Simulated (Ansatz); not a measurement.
CH₄ClGeI (`[CH3][GeH]([Cl])[I]`), relaxed with RKS PBE0-D4/def2-TZVP in Ansatz from a PBE-D4/def2-SVP geometry. The force threshold is 0.005 eV/Å; the program also tests the step.

Total charge 0; spin multiplicity 1. I: def2 effective core potential.

Start:

```xyz
8

C    -0.511   -0.583   -0.808
Ge    0.421    0.571    0.462
Cl   -1.059    1.605    1.684
I     1.880   -0.856    1.974
H    -1.124   -1.321   -0.258
H    -1.166    0.038   -1.451
H     0.234   -1.113   -1.432
H     1.326    1.659   -0.170
```

Problem. How much energy does the relaxation release, and in how many steps? (An estimate is asked.)

Solution. Ansatz gave: 3.01 kJ/mol, in 4 steps.

Problem. Which bonds change most? (An estimate is asked.)

Solution. Ansatz gave: Ge2–I4 from 2.539 to 2.510 Å; Ge2–Cl3 from 2.181 to 2.154 Å; C1–Ge2 from 1.952 to 1.935 Å; C1–H5 from 1.106 to 1.089 Å.

Problem. Give the relaxed structure. (Best estimate.)

Solution. The calculation gave: 
```xyz
8

C    -0.507   -0.577   -0.804
Ge    0.425    0.561    0.453
Cl   -1.043    1.575    1.660
I     1.860   -0.838    1.964
H    -1.111   -1.299   -0.255
H    -1.154    0.036   -1.433
H     0.217   -1.106   -1.424
H     1.314    1.649   -0.162
```
